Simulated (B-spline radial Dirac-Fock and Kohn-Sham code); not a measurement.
# Atomic SCF run for Cl

ΔSCF core binding energies without Breit or QED terms, calculated with a B-spline atomic structure program. Keys: rel is the Hamiltonian (dirac, or spin-free x2c and nr, where L3 and M5 stand for the whole 2p and 3d shells), method is hf or an exchange,correlation pair (spin-unpolarised, also for the hole states), nuc the nuclear model, radius_factor scales its radius, rmax is the box in bohr, h the logarithmic mesh step, order the B-spline order, points the quadrature points per cell, c_factor scales the speed of light, and damp, ndamp, maxit and tol steer the iteration. The run stops when the commutator error falls below 10·tol·max(1, Z/10), or the numerical noise floor, and the energy has settled to about 1e-8 Ha; the virial ratio is −V/T.

Input (task.json):

```json
{"items": [{"Z": 17, "q": 0, "cfg": [[1, 0, 2], [2, 0, 2], [2, 1, 6], [3, 0, 2], [3, 1, 5]], "A": 35, "rrms": 3.3654, "do": "settings", "holes": ["K", "L3", "M5"],
  "settings": [{"rel": "dirac", "method": "hf", "nuc": "fermi", "radius_factor": 1.0, "rmax": 45.0, "h": 0.3, "order": 8, "points": 2, "c_factor": 1.0, "maxit": 88, "damp": 0.5, "ndamp": 3, "tol": 1e-08}]}]}
```

Command: `python xray2_run.py task.json out`

Ground-state iterations:

```
iter   energy (Ha)        error
   1     -458.80266388  6.47e-01
   2     -460.60660942  1.17e-01
   3     -460.89251491  4.21e-02
   4     -460.92962846  1.54e-02
   5     -460.93502769  4.42e-03
   6     -460.93547227  2.19e-04
   7     -460.93547845  1.04e-04
   8     -460.93547873  1.54e-05
   9     -460.93547874  8.58e-07
```

The ground state converged in 9 iterations, with total energy -460.93548 Ha, virial ratio 1.99367 and highest orbital energy -13.71 eV. ΔSCF binding energies: K (1s) 2834.0 eV. Holes are computed only in closed shells, and unreliable hole states are left out.

**Question.** One setting is unsound. Which, and why?

**Answer.** points is too small to integrate the splines. With the default settings (Dirac Hartree-Fock): The ground state converged in 10 iterations, with total energy -460.93837 Ha, virial ratio 1.99367 and highest orbital energy -13.72 eV. ΔSCF binding energies: K (1s) 2834.0 eV. Holes are computed only in closed shells, and unreliable hole states are left out.
